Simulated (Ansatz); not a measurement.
silanone (H₂OSi), singlet, at a GFN2-xTB geometry.

Here is a job for Ansatz (an electronic-structure program).
Ansatz 0.2 input:
```yaml
crystal:
  periodic: [false, false, false]
  atoms:
    - {symbol: Si, position_ang: [0.06685327, -0.42675674, 0.00274181]}
    - {symbol: O, position_ang: [-0.16591088, 1.05908930, -0.00680439]}
    - {symbol: H, position_ang: [-0.98465592, -1.43401683, -0.00031696]}
    - {symbol: H, position_ang: [1.37599714, -1.06410322, 0.01636676]}
basis:
  gaussian:
    orbitals: def2-SVP
hamiltonian:
  xc: {name: PBE0-DH}
```

Question: What does this run give for the MP2 correlation energy, number of basis functions, total energy?

Answer: 
```
Property                            Value
-------------------------  --------------
MP2 correlation energy         -0.3684 Eh
number of basis functions              42
total energy               -365.497401 Ha
```
